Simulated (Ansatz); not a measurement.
Calculated with Ansatz (gas phase, PBE0-D4/def2-TZVP geometries, no zero-point term in ΔE). CBS: MP2 limit from def2 TZ/QZ plus the TZ coupled-cluster correction, frozen cores. This one scheme is used for every species. DFT in def2-TZVPP. For As, Ga outer-core shells are correlated without core-valence functions, which leaves a few kJ/mol of doubt a bond. Scalar relativity is left out up to krypton. One conformer a species, not always the lowest.

`B[As](N)[GaH2]` + H₂S → `[SH][GaH2]` + `B[AsH]N`  (cleavage of the Ga–As bond)

`B[As](N)[GaH2]`:

Cartesian coordinates in Å:
```
B -0.129 0.253 -1.548
As -1.007 0.240 0.186
N -0.112 1.494 1.224
Ga 0.286 -1.786 0.472
H -0.438 -0.612 -2.313
H 0.645 1.107 -1.865
H -0.729 1.888 1.921
H 0.269 2.246 0.664
H 1.440 -1.760 1.527
H -0.225 -3.068 -0.268
```

H₂S:

Cartesian coordinates in Å:
```
S -0.292 -0.133 -0.530
H 0.292 -0.876 0.422
H 0.000 1.010 0.108
```

`[SH][GaH2]`:

```xyz
5

S    -0.367   -1.019   -1.173
Ga    0.460    0.223    0.441
H    -1.570   -0.422   -1.176
H     1.932   -0.102    0.841
H    -0.455    1.320    1.067
```

`B[AsH]N`:

Z-matrix (Å, degrees):
```
B
As 1 1.972
H 1 1.194 2 117.7
H 1 1.195 2 121.3 3 171.6
N 2 1.855 1 107.5 3 154.9
H 2 1.518 1 98.3 3 51.9
H 5 1.010 2 110.2 1 119.3
H 5 1.011 2 113.0 1 -2.5
```

CCSD(T)/CBS gives -11.3 kJ/mol.

Problem. Another level gave -20.0 kJ/mol. Which?
A. r2SCAN0/def2-TZVPP
B. revPBE-D4/def2-TZVPP
C. LC-ωPBE/def2-TZVPP
D. PBE/def2-TZVPP

Solution. C. LC-ωPBE -20.0, PBE -8.6, r2SCAN0 -15.8, revPBE-D4 -3.7 kJ/mol.

Largest T1 diagnostic among the species: 0.016.

At CCSD(T), def2-SVP lies −7.8 kJ/mol from the extrapolated value and def2-TZVPP +0.3 kJ/mol. The D4 term adds +7.3 kJ/mol with B3LYP and +4.1 kJ/mol with PBE0; it sums over pairs of atoms, weighted by their polarisabilities, and B3LYP, whose exchange is more repulsive, gets the larger term.

CCSD(T)/CBS has its own doubt, a few kJ/mol and more with outer-core shells, so smaller differences from it don't rank the levels.

B3LYP here is the variant with VWN-RPA as its local correlation; programs differ in this.
